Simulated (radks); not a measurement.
Results of a calculation; reference values are marked as such.
All-electron atom: Mg2+ in [Ne].

Level of theory: Dirac Kohn-Sham, PBE, spin-unpolarised, spherical densities, point nucleus (a radial shooting solver on a logarithmic mesh with Libxc functionals).

Energy parts (eV):
total: -5426.910
kinetic: 5435.475
electron-nucleus: -12820.473
Hartree: 2392.240
exchange-correlation: -434.152

Orbitals (lengths in bohr, moments of r in powers of bohr; <r^-3> diverges for s and p1/2; r(90%) holds 90 % of the orbital's charge):
| orbital | occ. | eigenvalue (eV) | <r^4> | r(90%) | <1/r> | <r^-3> |
|---|---|---|---|---|---|---|
| 1s1/2 | 2 | -1280.141 | 0.001374 | 0.234 | 11.63 | - |
| 2s1/2 | 2 | -99.9631 | 0.6422 | 1.10 | 2.107 | - |
| 2p1/2 | 2 | -66.8940 | 0.8281 | 1.16 | 1.970 | - |
| 2p3/2 | 4 | -66.6030 | 0.8380 | 1.17 | 1.962 | 25.64 |

The highest occupied level is 2p3/2 at -66.603 eV. The density falls to 0.001 e/bohr^3 at r = 2.21 bohr.
